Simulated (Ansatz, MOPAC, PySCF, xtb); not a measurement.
Potential energy curve for SLi (cation, charge +1), lowest triplet found (which spin is the ground state isn't settled by this scan).

Methods: PM7, unrestricted, heats of formation (MOPAC); UMP2/6-31G* = PySCF with unrestricted MP2 (frozen core)/6-31G*, spherical d; GFN1-xTB (xtb); FCI = Ansatz (an electronic-structure program) with full CI/aug-cc-pVDZ, frozen core.

Energies relative to the lowest point of each curve between 2.12 and 3.12 Å, where full CI is lowest, in kJ/mol; the last columns give the difference from FCI:

| R / Å | PM7 | UMP2/6-31G* | GFN1-xTB | FCI | PM7 − FCI | UMP2/6-31G* − FCI | GFN1-xTB − FCI |
|---|---|---|---|---|---|---|---|
| 1.66 | 86.4 | 301.2 | 194.9 | 307.6 | -221.2 | -6.4 | -112.7 |
| 1.81 | 45.9 | 162.0 | 76.7 | 166.0 | -120.2 | -4.1 | -89.3 |
| 1.93 | 24.9 | 93.6 | 32.6 | 96.9 | -72.0 | -3.4 | -64.4 |
| 2.03 | 13.4 | 55.8 | 13.8 | 59.1 | -45.7 | -3.3 | -45.2 |
| 2.12 | 6.6 | 32.6 | 5.1 | 35.8 | -29.2 | -3.2 | -30.7 |
| 2.20 | 2.8 | 18.5 | 1.3 | 21.4 | -18.6 | -2.9 | -20.1 |
| 2.27 | 0.9 | 10.2 | 0.0 | 12.6 | -11.7 | -2.4 | -12.6 |
| 2.35 | 0.0 | 4.1 | 0.1 | 5.8 | -5.8 | -1.7 | -5.7 |
| 2.40 | 0.0 | 1.8 | 0.8 | 3.1 | -3.1 | -1.3 | -2.3 |
| 2.51 | 1.2 | 0.0 | 3.6 | 0.1 | 1.2 | -0.1 | 3.6 |
| 2.61 | 3.3 | 1.0 | 7.3 | 0.0 | 3.3 | 1.0 | 7.3 |
| 2.76 | 7.6 | 5.6 | 14.5 | 3.0 | 4.6 | 2.6 | 11.5 |
| 2.95 | 13.8 | 14.0 | 25.2 | 9.7 | 4.2 | 4.3 | 15.5 |
| 3.12 | 19.4 | 22.2 | 34.8 | 16.7 | 2.7 | 5.5 | 18.1 |
| 3.39 | 27.5 | 34.6 | 49.0 | 27.8 | -0.4 | 6.7 | 21.1 |
| 3.70 | 34.9 | 46.3 | 63.1 | 38.8 | -3.9 | 7.4 | 24.3 |
| 4.14 | 42.2 | 58.0 | 80.2 | 50.4 | -8.2 | 7.6 | 29.8 |
| 4.61 | 46.8 | 65.7 | 94.7 | 58.4 | -11.6 | 7.3 | 36.3 |
| 5.13 | 49.7 | 70.7 | 105.8 | 63.7 | -14.0 | 7.0 | 42.1 |
| 5.77 | 51.5 | 74.3 | — | 67.4 | -15.9 | 6.9 | — |
| 6.69 | 52.4 | 77.1 | — | 70.3 | -17.9 | 6.8 | — |
| 7.92 | — | 78.8 | — | 72.1 | — | 6.7 | — |

PM7 is furthest from FCI at 1.66 (-221.2 kJ/mol, below); its mean absolute difference over the points is 29.3 kJ/mol.

UMP2/6-31G* is furthest from FCI at 4.14 (7.6 kJ/mol, above); its mean absolute difference over the points is 4.5 kJ/mol.

GFN1-xTB is furthest from FCI at 1.66 (-112.7 kJ/mol, below); its mean absolute difference over the points is 31.2 kJ/mol.

A dash means that the run gave no value there, or that the column was ended at a point which the program doubted or which failed a test of continuity chosen for this set; such a test can also cut sound points.
